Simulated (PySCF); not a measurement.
## Working with the constants of PbH

UHF-CCSD(T) constants of PbH, ²Π (doublet), unpaired electrons π ↑ (H def2-TZVPP, Pb def2-TZVPP with ECP60; scalar-relativistic core potentials (PySCF 2.14); masses 1.0078 and 207.9766 u):

```
ωe           : 1602.8 cm⁻¹
ωexe         : 25.1 cm⁻¹
Be           : 4.9401 cm⁻¹
αe           : 0.126 cm⁻¹
De to H + Pb : 2.46 eV
```

What force constant and bond length do these constants imply?

Reduced mass μred = 1.0030 u; k = 5.8918×10⁻⁷·μred·ωe² (u, cm⁻¹, mdyn/Å) = 1.52 mdyn/Å; Re = √(16.8576/(μred·Be)) (u, cm⁻¹, Å) = 1.845 Å.

Estimate the centrifugal constant D from the Kratzer relation and find the Dunham coefficient a1.

D = 4Be³/ωe² = 0.000188 cm⁻¹; a1 = −1 − αeωe/(6Be²) = -2.38.

Correlated steps freeze 4 core orbitals. These are scalar-relativistic numbers at best; spin–orbit coupling would shift them, the dissociation energy most. The state is the lowest determinant that a PBE0 search found; another state may lie lower at other levels.
